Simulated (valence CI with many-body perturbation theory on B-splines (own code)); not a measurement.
Sm XII: calculated level list

Computed by configuration interaction combined with many-body perturbation theory (CI+MBPT): five valence electrons over a frozen Dirac-Fock core [Kr] 4d10, radial functions for each j: 7 s, 7 p, 7 d, 7 f, 4 g, 2 h, with the one-electron correlation potential Σ1 (screened to all orders), the two-electron term Σ2, the three-electron term Σ3, Breit, model QED; selected single and double excitations, second order for the rest, scaled by the run's own slope (own B-spline code, finite nucleus).

No measured spectrum was set against this ion. As an estimate, terms of the open shell hold to a few per cent of their energy, and close levels can change places. Among the levels kept, up to 2300 cm⁻¹ of a level comes from second order outside the variational space, and about a tenth of that is noise between levels of different J, which matters for small intervals.

Levels 181 to 225 of 233, with energies above the lowest level, 4f3 5s2 4I°_9/2. "Leading %" is the weight of the configuration and term that name the level; weights of strongly mixed levels are sums over their largest components and can fall short. Lifetimes count E1, E2, E3, M1 and M2 decay at the calculated energies, and are blank where another channel may lead or the interval is too uncertain; long ones can be off by a factor of two.

| No. | Configuration | Term | J | E (cm⁻¹) | Leading % | Second component | Lifetime |
| --- | --- | --- | --- | --- | --- | --- | --- |
| 181 | 4f4 5s | 4M | 17/2 | 178800 | 65 | 18 % 4f4 5s 2L | 862 ns |
| 182 | 4f3 5s 5p | 6H | 7/2 | 178800 | 47 | 12 % 4f3 5s 5p 6G | 9.31 ns |
| 183 | 4f4 5s | 4P | 3/2 | 178850 | 48 | 19 % 4f4 5s 4S | 162 ns |
| 184 | 4f4 5s | 4P | 5/2 | 178980 | 50 | 18 % 4f4 5s 2D | 149 ns |
| 185 | 4f3 5s 5p | 2H | 9/2 | 179260 | 19 | 15 % 4f3 5s 5p 4I | 3.92 ns |
| 186 | 4f4 5s | 2K | 15/2 | 179760 | 58 | 26 % 4f4 5s 4M | 648 ns |
| 187 | 4f4 5s | 4F | 9/2 | 179870 | 47 | 8 % 4f3 5s 5p 6G | 9.11 ns |
| 188 | 4f4 5s | 4F | 3/2 | 179890 | 42 | 19 % 4f4 5s 6D | 8.53 ns |
| 189 | 4f4 5s | 4F | 5/2 | 179920 | 33 | 21 % 4f4 5s 6D | 6.43 ns |
| 190 | 4f4 5s | 6D | 1/2 | 180410 | 58 | 21 % 4f3 5s 5p 6F | 5.04 ns |
| 191 | 4f4 5s | 2H | 9/2 | 180450 | 32 | 24 % 4f4 5s 4I | 43.9 ns |
| 192 | 4f4 5s | 4F | 7/2 | 180470 | 40 | 17 % 4f4 5s 4D | 12.3 ns |
| 193 | 4f4 5s | 4F | 3/2 | 180760 | 30 | 16 % 4f4 5s 6D | 5.69 ns |
| 194 | 4f4 5s | 4I | 11/2 | 181050 | 26 | 16 % 4f3 5s 5p 4I | 9.31 ns |
| 195 | 4f4 5s | 4M | 19/2 | 181330 | 83 | 16 % 4f4 5s 4L | 22.4 μs |
| 196 | 4f4 5s | 4F | 5/2 | 181380 | 42 | 8 % 4f3 5s 5p 6D | 5.83 ns |
| 197 | 4f4 5s | 6D | 1/2 | 181390 | 37 | 34 % 4f3 5s 5p 6F | 3.04 ns |
| 198 | 4f4 5s | 4I | 9/2 | 181670 | 56 | 24 % 4f4 5s 2H | 78.3 ns |
| 199 | 4f4 5s | 4F | 3/2 | 181680 | 73 | 8 % 4f4 5s 4D | 61.3 ns |
| 200 | 4f4 5s | 4I | 11/2 | 181790 | 37 | 11 % 4f3 5s 5p 4I | 3.61 ns |
| 201 | 4f4 5s | 4G | 5/2 | 181950 | 52 | 24 % 4f4 5s 4F | 41.9 ns |
| 202 | 4f4 5s | 4M | 21/2 | 181980 | 99 |  | 928 ms |
| 203 | 4f3 5s 5p | 4K | 13/2 | 182030 | 41 | 11 % 4f3 5s 5p 2K | 1.83 ns |
| 204 | 4f4 5s | 6D | 3/2 | 182230 | 60 | 16 % 4f3 5s 5p 6F | 5.48 ns |
| 205 | 4f4 5s | 2G | 7/2 | 182280 | 33 | 30 % 4f4 5s 4G | 26.5 ns |
| 206 | 4f4 5s | 4F | 7/2 | 182330 | 28 | 13 % 4f3 5s 5p 6D | 6.94 ns |
| 207 | 4f4 5s | 4I | 11/2 | 182540 | 27 | 9 % 4f3 5s 5p 4I | 4.06 ns |
| 208 | 4f4 5s | 4I | 13/2 | 182770 | 88 |  | 32.5 ns |
| 209 | 4f3 5s 5p | 6G | 9/2 | 182890 | 21 | 16 % 4f3 5s 5p 6D | 3.94 ns |
| 210 | 4f4 5s | 6D | 5/2 | 183170 | 55 | 16 % 4f3 5s 5p 6P | 5.89 ns |
| 211 | 4f4 5s | 4I | 15/2 | 183380 | 90 |  | 1.32 μs |
| 212 | 4f3 5s 5p | 6H | 9/2 | 184140 | 20 | 13 % 4f3 5s 5p 6G | 4.55 ns |
| 213 | 4f3 5s 5p | 6P | 5/2 | 184180 | 40 | 12 % 4f3 5s 5p 4P | 2.91 ns |
| 214 | 4f4 5s | 2L | 15/2 | 184220 | 91 |  | 304 ns |
| 215 | 4f4 5s | 2L | 17/2 | 184260 | 66 | 16 % 4f4 5s 4M | 720 ns |
| 216 | 4f3 5s 5p | 4G | 11/2 | 184310 | 24 | 18 % 4f3 5s 5p 6G | 2.19 ns |
| 217 | 4f4 5s | 4F | 5/2 | 184380 | 48 | 29 % 4f4 5s 4G | 19.2 ns |
| 218 | 4f3 5s 5p | 4H | 7/2 | 184680 | 33 | 11 % 4f4 5s 6D | 8.59 ns |
| 219 | 4f4 5s | 6D | 7/2 | 184880 | 52 | 9 % 4f3 5s 5p 6D | 6.76 ns |
| 220 | 4f4 5s | 2H | 11/2 | 185440 | 81 | 9 % 4f4 5s 4G | 89.6 ns |
| 221 | 4f4 5s | 4F | 7/2 | 185640 | 35 | 25 % 4f4 5s 4G | 38.3 ns |
| 222 | 4f4 5s | 6D | 9/2 | 185730 | 45 | 7 % 4f3 5s 5p 6D | 5.74 ns |
| 223 | 4f4 5s | 2D | 3/2 | 186190 | 69 | 10 % 4f4 5s 4F | 104 ns |
| 224 | 4f4 5s | 4G | 9/2 | 186200 | 65 | 14 % 4f4 5s 2G | 64.4 ns |
| 225 | 4f3 5s 5p | 4H | 13/2 | 186280 | 24 | 18 % 4f3 5s 5p 4L | 4.26 ns |

Names give the largest LS component (configuration and term), which can be under half, so a name can repeat, a term be missing and a line seem to break the LS rules; names also repeat where a configuration has a term twice.

Where two levels of one J and parity lie close, their mixing, g and order are uncertain.
